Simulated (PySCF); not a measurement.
What builds the second ionisation energy along the second row

Calculated with PySCF 2.14 from differences of total energies of unrestricted determinants, without spin-orbit coupling. Each column adds one step, in eV (sums use unrounded values): valence MP2, valence CCSD, valence triples, then the next inner shell at CCSD(T) (B 1s, C 1s, N 1s, O 1s, F 1s, Ne 1s). References (NIST) marked * lie between the lowest fine-structure levels; the others compare directly ((s) semi-empirical, (t) theoretical).

```
                                                       element     UHF  + MP2  + CCSD  + (T)  + inner shell     sum     reference
         B [He] 2s2 → [He] 2s1 (def2-QZVPPD, non-relativistic)  23.443  1.023   0.628  0.000          0.003  25.097        25.155
     C [He] 2s2 2p1 → [He] 2s2 (def2-QZVPPD, non-relativistic)  24.173  0.247  -0.175  0.034          0.042  24.322        24.378
 N [He] 2s2 2p2 → [He] 2s2 2p1 (def2-QZVPPD, non-relativistic)  29.209  0.457  -0.161  0.018          0.036  29.559  29.601 (s) *
 O [He] 2s2 2p3 → [He] 2s2 2p2 (def2-QZVPPD, non-relativistic)  34.579  0.671  -0.184  0.012          0.030  35.107      35.121 *
 F [He] 2s2 2p4 → [He] 2s2 2p3 (def2-QZVPPD, non-relativistic)  33.401  1.343   0.036  0.029          0.019  34.828        34.950
Ne [He] 2s2 2p5 → [He] 2s2 2p4 (def2-QZVPPD, non-relativistic)  39.277  1.592  -0.067  0.033          0.015  40.850      40.963 *
```

What remains against the references is mostly basis incompleteness and, for starred values, spin-orbit coupling.

These are valence bases, so the inner-shell step is incomplete.
